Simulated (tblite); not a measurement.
Start geometry of `C[S@@](=O)[C@@H]1C[C@H](C=O)S1` from a force field or distance geometry (Å):
```
atom  x, y, z in Å
C1     3.0716   -0.5276    0.0063
S2     1.7735    0.6772    0.3952
O3     2.1235    2.0575   -0.0976
C4     0.2755    0.0734   -0.3308
C5    -0.9677    0.8885   -0.1285
C6    -1.7474   -0.3886   -0.3739
C7    -3.1055   -0.4261    0.1553
O8    -3.5864    0.5258    0.7654
S9    -0.5397   -1.1931    0.7332
H10    3.9064   -0.4356    0.6942
H11    3.3809   -0.2782   -1.0321
H12    2.6261   -1.5587   -0.0386
H13    0.4103   -0.2885   -1.3460
H14   -1.1250    1.5728   -1.0099
H15   -1.1222    1.3188    0.8630
H16   -1.6374   -0.6897   -1.4340
H17   -3.7436   -1.3159    0.0379
```

What comes out of this run: GFN2-xTB geometry optimisation, gas phase in tblite?

```
atom  x, y, z in Å
C1     2.511   -0.639    0.471
S2     1.187    0.618    0.733
O3     1.807    1.914    0.481
C4     0.322    0.240   -0.893
C5    -1.030    0.943   -0.961
C6    -1.867   -0.296   -0.648
C7    -2.179   -0.502    0.801
O8    -1.777    0.193    1.691
S9    -0.429   -1.423   -0.938
H10    3.168   -0.604    1.333
H11    3.069   -0.391   -0.425
H12    2.051   -1.617    0.390
H13    1.021    0.435   -1.703
H14   -1.246    1.350   -1.948
H15   -1.138    1.732   -0.214
H16   -2.708   -0.521   -1.303
H17   -2.766   -1.420    0.990
```

The energy falls by 153.7 kJ/mol over 118 L-BFGS steps, the largest force on an atom goes from 4.61 to 0.007 eV/Å, and the atoms move by 1.063 Å rms after alignment. The bond that changes most is S2–C4 (sulfinyl sulfur to sp3 carbon bound to sulfur), which lengthens by 0.109 Å. Bonds longer at the end by more than 0.005 Å: 6 of 17; shorter: 7. Among the angles that change most is C1–S2–C4, from 106.9° to 94.0°. Among the dihedrals that turn most is H13–C4–C5–H15, from -177° to -109°. Rotational constants go from 2883, 660.5, 575.5 to 1827, 980.9, 849.1 MHz. The orientation of the end geometry is arbitrary; only internal coordinates are fixed.

Time: 2.3 s wall. Hardware: one thread, Intel Xeon at 2.70 GHz (x86_64), no GPU, shared host.

Its GFN2-xTB frequencies are all real (lowest 37 cm⁻¹). One conformer, not necessarily the lowest.

The numbers are calculated, not measured.
